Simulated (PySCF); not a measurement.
SMILES [CH2]OC(C)=O (C3H5O2), doublet, CAM-B3LYP/def2-SVP optimised geometry.

```
10

C     -0.35     1.72     1.26
O      0.02     0.42     1.08
C     -0.45    -0.26     0.00
C      0.06    -1.66     0.00
O     -1.16     0.24    -0.82
H     -0.96     2.19     0.49
H      0.11     2.21     2.11
H     -0.26    -2.18     0.92
H     -0.31    -2.19    -0.88
H      1.16    -1.66     0.00
```

Density from unrestricted CAM-B3LYP/def2-TZVP (PySCF) at that geometry.

Minimum of the electron density along straight lines between bonded atoms, close to the bond critical point (lines longer than 1.1 times the sum of covalent radii, or with two minima, are not listed):

```
bond    length / Å  ρ at the minimum / e bohr⁻³  ∇²ρ there / e bohr⁻⁵  position (fraction from the first atom)
------  ----------  ---------------------------  --------------------  ---------------------------------------
C1–O2        1.357                        0.283                   ___                                     0.33
O2–C3        1.361                        0.296                 -0.68                                     0.65
C3–C4        1.499                        0.267                   ___                                     0.53
C3–O5        1.197                          ___                 -0.19                                     0.34
C1–H6        1.088                        0.286                 -1.03                                     0.66
C1–H7        1.086                        0.286                 -1.03                                     0.66
C4–H8        1.100                        0.272                 -0.92                                     0.65
C4–H9        1.095                        0.278                 -0.97                                     0.65
C4–H10       1.099                        0.272                 -0.92                                     0.65
```

Some entries are withheld; supply them.


- C1–O2, ∇²ρ there / e bohr⁻⁵: -0.27
- C3–C4, ∇²ρ there / e bohr⁻⁵: -0.73
- C3–O5, ρ at the minimum / e bohr⁻³: 0.441
